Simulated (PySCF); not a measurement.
A simulated first-order isotropic EPR spectrum at 9.647 GHz has these lines.

```tsv
field (mT)	relative intensity
341.93	1
341.97	9
342.01	36
342.05	84
342.10	126
342.14	126
342.18	84
342.23	36
342.27	9
342.31	1
343.99	2
344.03	18
344.07	72
344.12	168
344.16	252
344.20	252
344.25	168
344.29	72
344.33	18
344.37	2
346.05	1
346.09	9
346.14	36
346.18	84
346.22	126
346.27	126
346.31	84
346.35	36
346.39	9
346.44	1
```

Q: Find the g value from the centre of the pattern.

A: The pattern is symmetric about 344.18 mT, so g = hν/(μB·B0) = 9647/(13.99624 × 344.18) = 2.0026, a shift of +0.3 × 10⁻³ from the free-electron value.

Q: Take the pattern apart into splittings.

A: The first two lines at either end are about 0.04 mT apart, which is the smallest coupling, and their intensity ratio 1:9 counts the nuclei that share it. In full: a 1:2:1 triplet of 2.06 mT (58 MHz), from 2 nuclei of spin 1/2; a 1:9:36:84:126:126:84:36:9:1 decet of 0.04 mT (1 MHz), from 9 nuclei of spin 1/2. Check: Σ 2nI·a is the distance from the first to the last line, 4.51 mT.

Q: The radical has the formula C4H11Si. Propose a structure, and say which nuclei carry the couplings.

A: The pattern alone needn't single out one isomer; the structure behind this simulation is `[CH2][Si](C)(C)C` [radical], numbered [CH2:1][Si:2]([CH3:3])([CH3:4])[CH3:5] (hydrogens: H6, H7 on C1; H8, H9, H10 on C3; H11, H12, H13 on C4; H14, H15, H16 on C5). 2.06 mT: 1H at H6/H7 (α, 1 bond from C1; computed sign −); 0.04 mT: 1H at H8 (×9) (γ, 3 bonds from C1; computed sign +). The largest Mulliken spin population is on C1 (+1.05). The angles at C1 add up to 360.0°, so it is planar; its axial dipolar tensor and the negative couplings of its protons fit spin in a p orbital normal to that plane.

The calculation used UKS B3LYP, pcH-1 on C H Si, non-relativistic, mean-field spin-orbit, GIAO in PySCF 2.14.0. Geometry: GFN2-xTB; no solvent, vibrations or thermal averaging. The geometry wasn't refined by DFT: couplings that depend on bond lengths, twists or pyramidal angles can differ widely from those at the functional's own minimum. Stability of the SCF solution: not tested.

Class means assume fast exchange of nuclei equivalent by connectivity; if that motion is slow, each nucleus keeps its own coupling. The nine 1H nuclei of mean +1.2 MHz run from -2.3 to 12.3 MHz in the frozen geometry.

Rare isotopes and splittings under 0.04 mT were left out of the simulation.

Time: 42 s wall. Hardware: one thread of an Arm Neoverse V1, no GPU (shared host).
